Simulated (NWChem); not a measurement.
System: isopropylamine (C3H9N); SMILES CC(C)N

Here is an NWChem input.

```
start job
memory heap 200 mb stack 900 mb global 1100 mb
geometry units angstroms noautoz
  C      0.690515     0.115506     1.257646
  C     -0.024381    -0.355690     0.000000
  C      0.690515     0.115506    -1.257646
  N     -1.380450     0.174347     0.000000
  H      1.725598    -0.256630     1.292639
  H      0.709171     1.215960     1.292800
  H      0.177346    -0.241639     2.165287
  H     -0.000331    -1.469116     0.000000
  H      0.177346    -0.241639    -2.165287
  H      0.709171     1.215960    -1.292800
  H      1.725598    -0.256630    -1.292639
  H     -1.890852    -0.164149    -0.813973
  H     -1.890852    -0.164149     0.813973
end
basis spherical
  * library def2-tzvp
end
dft
  xc b3lyp
  iterations 150
  semidirect filesize 400000000
  mulliken
end
task dft energy
```

Geometry: optimised at PBE0/def2-SVP. B3LYP is NWChem's, with the RPA form of VWN correlation.

Give the results of this calculation. (B3LYP/def2-TZVP.) Quantities: basis functions; energy (Ha); highest occupied level (eV); orbital gap (eV); dipole (D).


```yaml
number_of_basis_functions: 178
energy (Ha): -174.56
highest occupied level (eV): -6.64
orbital gap (eV): 7.25
dipole (D): 1.30
```
